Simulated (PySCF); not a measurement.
HfCl3, SMILES [Cl][Hf+]([Cl])[Cl], charge +1, multiplicity 1. Geometry optimised at B3LYP-D3(BJ)/def2-SVP. The multiplicity is an assumed one; other spin states were not compared. The isomer is the one that the SMILES or the coordinates give; other isomers of the formula were not compared. The def2 effective core potentials stand for the cores of Hf; spin–orbit coupling is left out.

Computed equilibrium geometry at B3LYP-D3(BJ)/def2-SVP (PySCF confirms it by a frequency run) as bond lengths and angles, and its point group:
point group C3v.
Atoms: Hf1 Cl2 Cl3 Cl4. Bonds (Å): Hf1–Cl2 2.278, Hf1–Cl3 2.278, Hf1–Cl4 2.278. Angles (°): Cl2–Hf1–Cl3 107.8, Cl2–Hf1–Cl4 107.8, Cl3–Hf1–Cl4 107.8.
Charge +1, spin multiplicity 1.
